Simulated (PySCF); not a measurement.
## Cost of excited-state runs on `O=S(=O)(O)[C@H]1CCO1`, C$_{3}$H$_{6}$O$_{4}$S

Bonds (- single, = double, # triple, : aromatic): O1=S2 1.424 Å, S2=O3 1.432 Å, S2-O4 1.603 Å, S2-C5 1.832 Å, C5-C6 1.517 Å, C6-C7 1.534 Å, C7-O8 1.440 Å, O8-C5 1.405 Å. O4 carries H9; C5 carries H10; C6 carries H11, H12; C7 carries H13, H14. Stereochemistry as in O=S(=O)(O)[C@H]1CCO1. H11, H13 are cis to S2 on the ring; H12, H14 are trans to S2 on the ring.

PySCF with density fitting, on 1 thread of an Arm Neoverse V1, shared host. Command: `OMP_NUM_THREADS=1 python excited_run.py task.json out`

(1) How long does each of these runs take, and how much memory?
- magnetisability and related constants, B97-2/pcSseg-1; isotopologues; writes grids
- magnetisability and related constants, CAM-B3LYP/def2-SVP; SCF tolerance 1e-07 Eh; fitting basis def2-universal-jkfit

Answers

(1) 
| run | level | basis functions | wall time | peak memory (GiB) |
| --- | --- | --- | --- | --- |
| magnetisability and related constants | B97-2/pcSseg-1 | 173 | 33 s | 0.79 |
| magnetisability and related constants | CAM-B3LYP/def2-SVP | 146 | 26 s | 0.76 |

Times from a shared host are rough.
